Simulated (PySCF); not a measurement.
NICS in one family of compounds.

NICS is the negative of the GIAO shielding at a point without a nucleus: at the ring centre (0) and 1 Å above and below it (1); zz is the component along the ring normal. Level: GIAO PBE0/pcSseg-1 (PySCF, non-relativistic, gas phase) on the PBE0-D3(BJ)/def2-SVP geometries, one conformer each. Atom numbers follow the mapped SMILES.

Question: Order these rings by mean NICS(1)zz, lowest (most negative) first (ppm).
A. ring C4–C5–Si6–C7–C8 in `[CH3:1][CH:2]([CH3:3])[C:4]1=[CH:5][SiH2:6][CH:7]=[CH:8]1`
B. ring C4–C5–C6–C7–O8 in `[CH:1]1=[CH:2][C:3]([c:4]2[cH:5][cH:6][cH:7][o:8]2)=[CH:9][SiH2:10]1`
C. ring C4–C5–C6–C7–C8–N9 in `[CH:1]1=[CH:2][C:3]([c:4]2[cH:5][cH:6][cH:7][cH:8][n:9]2)=[CH:10][SiH2:11]1`

Answer: C (-25.8), B (-23.8), A (0.5).

```csv
SMILES,ring,NICS(0),NICS(1),NICS(1)zz,HOMA,rms pucker (Å),ring atoms with four or more neighbours
C1=CC(c2ccccn2)=C[SiH2]1,6-membered ring with N; formal bonds all aromatic,-6.5,-10.5,-25.8,0.98,0.00,0
C1=CC(c2ccco2)=C[SiH2]1,5-membered ring with O; formal bonds all aromatic,-10.9,-9.7,-23.8,0.44,0.00,0
CC(C)C1=C[SiH2]C=C1,"5-membered ring with Si; formal bonds 2 double, 3 single",0.4,-2.2,0.5,–,0.00,1
```

NICS(0) gives another order. The isotropic NICS(1) gives the same order. HOMA uses Krygowski's 1993 parameters; it is left out where a ring has a four-coordinate atom, a triple bond, no multiple bond or a kind of bond without parameters. NICS(1) and NICS(1)zz are means over the two faces.
